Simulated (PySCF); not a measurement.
**A ladder of Hamiltonians for Lu⁵⁹⁺ (lutetium, charge +59)**

Occupied: 1s1/2, 2s1/2, 2p1/2, 2p3/2, 3s1/2. Hartree-Fock calculated with PySCF 2.14 in an uncontracted even-tempered set (16 s from 8 bohr⁻², ratio 2.7; 14 p from 9.6 bohr⁻², ratio 2.7), Gaussian nucleus throughout. NR is non-relativistic, sf-X2C the spin-free one-electron X2C Hamiltonian, X2C adds the bare one-electron spin-orbit term, X2C-SNSO screens it by Boettger's factors, DC is four-component Dirac-Coulomb, and the Gaunt and Breit terms are added at first order (total energies over the DC spinors, levels after relaxing the spinors in that mean field). QED terms are absent. Levels marked empty are virtual spinors of this ion; the basis has s and p functions only, so 3d, which can lie below the n = 4 levels, is absent.

```json
{"Hamiltonian": "NR", "E (hartree)": "-9912.0248", "E − E(DC) (hartree)": "661.2440", "CPU seconds": "0.37"}
{"Hamiltonian": "sf-X2C", "E (hartree)": "-10557.0039", "E − E(DC) (hartree)": "16.2648", "CPU seconds": "0.27"}
{"Hamiltonian": "X2C", "E (hartree)": "-10569.2328", "E − E(DC) (hartree)": "4.0359", "CPU seconds": "0.25"}
{"Hamiltonian": "X2C-SNSO", "E (hartree)": "-10568.5062", "E − E(DC) (hartree)": "4.7626", "CPU seconds": "0.26"}
{"Hamiltonian": "DC", "E (hartree)": "-10573.2688", "E − E(DC) (hartree)": "0.0000", "CPU seconds": "16"}
{"Hamiltonian": "DC+Gaunt", "E (hartree)": "-10560.4180", "E − E(DC) (hartree)": "12.8508", "CPU seconds": "30"}
{"Hamiltonian": "DC+Breit", "E (hartree)": "-10561.5486", "E − E(DC) (hartree)": "11.7201", "CPU seconds": "87"}
```

Give the 3p spin-orbit interval with each Hamiltonian that has one.

X2C 312.9; X2C-SNSO 303.2; DC 303.4; DC+Gaunt 300.1; DC+Breit 300.1 (eV).

```tsv
level (eV)	NR	sf-X2C	X2C	X2C-SNSO	DC	DC+Gaunt	DC+Breit
1s1/2	-63732.3	-68512.5	-68499.3	-68500.1	-68578.0	-68369.4	-68383.3
2s1/2	-14189.1	-15549.7	-15546.5	-15546.7	-15557.5	-15534.8	-15536.4
2p1/2	-13808.0	-14259.9	-15109.3	-15081.4	-15088.4	-15049.0	-15052.9
2p3/2	-13808.0	-14259.9	-13914.6	-13923.9	-13931.5	-13904.9	-13908.9
3s1/2	-5900.4	-6326.6	-6326.1	-6326.1	-6328.7	-6322.7	-6323.4
3p1/2 (empty)	-5678.7	-5858.1	-6079.7	-6072.5	-6074.3	-6064.3	-6065.6
3p3/2 (empty)	-5678.7	-5858.1	-5766.9	-5769.3	-5770.9	-5764.2	-5765.6
4s1/2 (empty)	-3165.7	-3335.0	-3334.8	-3334.8	-3335.7	-3333.5	-3333.9
```

Weight of the small component: 1s1/2 0.0712, 2s1/2 0.0165, 2p1/2 0.0164, 2p3/2 0.0151, 3s1/2 0.00641, 3p1/2 0.00632, 3p3/2 0.00596, 4s1/2 0.00308.

Koopmans' value for the highest occupied level at DC+Breit: 6323.4 eV, against an ionisation energy of 6326 ± 7 eV (theoretical estimate listed by NIST; NIST Atomic Spectra Database, ionization energies); the former lacks relaxation, correlation, QED and recoil.

The whole ladder took 140 s of wall time on 1 thread of Intel(R) Xeon(R) Platinum 8259CL CPU @ 2.50GHz (shared host), launched as `OMP_NUM_THREADS=1 python relrun2.py TASK.json OUT` (a driver that calls PySCF for each Hamiltonian).
